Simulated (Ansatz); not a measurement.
Pulling on the Se4–H5 bond in GaH3Se (SMILES [GaH2][SeH]) (multiplicity 1 held, fragments rigid). Energies count from the point at 1.471 Å.
Geometry at that point (charge 0, multiplicity 1):
| atom | x (Å) | y (Å) | z (Å) |
|---|---|---|---|
| Ga | 0.2749 | 0.0112 | -1.1530 |
| H | -0.8038 | -0.5760 | -2.1169 |
| H | 1.6617 | 0.6037 | -1.5559 |
| Se | -0.3040 | -0.0284 | 1.1136 |
| H | 0.9571 | 0.5901 | 1.5522 |

Signs of static correlation in cc-pVTZ, with CASSCF(4,3), from Ansatz (a program for electronic structure) runs.

```csv
R (Å),T1 of restricted CCSD,⟨S²⟩ of UHF,largest double amplitude of restricted CCSD,weight of the CASSCF reference in MRCISD,CASSCF natural occupations
1.177,0.011,0.000,0.033,0.899,2.00 1.99 0.01
1.324,0.011,0.000,0.033,0.898,2.00 1.98 0.02
1.471,0.012,0.000,0.036,0.898,2.00 1.97 0.03
1.619,0.012,0.000,0.038,0.897,2.00 1.96 0.04
1.766,0.013,0.000,0.059,0.897,2.00 1.94 0.06
1.986,0.015,(withheld),0.092,0.896,2.00 1.89 0.11
2.207,0.018,(withheld),0.158,0.896,2.00 1.81 0.19
2.575,0.026,0.877,0.341,0.897,2.00 1.64 0.37
2.943,0.035,0.965,0.488,0.897,2.00 1.43 0.57
3.384,0.044,0.998,0.639,0.898,2.00 1.25 0.75
3.973,0.051,1.009,0.771,0.898,2.00 1.11 0.89
4.709,0.052,1.011,0.849,0.898,2.00 1.04 0.96
```

Q: Fill in the missing entries.

A: 
- 1.986, ⟨S²⟩ of UHF: 0.249
- 2.207, ⟨S²⟩ of UHF: 0.620

Doubts at one or more of the structures used: active orbitals that take no part (SC-NEVPT2 on CASSCF(4,3)/cc-pVTZ); a restricted determinant that unrestricted orbitals would lower (R-CCSD(T)/cc-pVTZ); other coupled-cluster roots lie near (R-CCSD(T)/cc-pVTZ); T1 above 0.05 (R-CCSD(T)/cc-pVTZ, U-CCSD(T)/cc-pVTZ); a spin-contaminated determinant (U-CCSD(T)/cc-pVTZ).
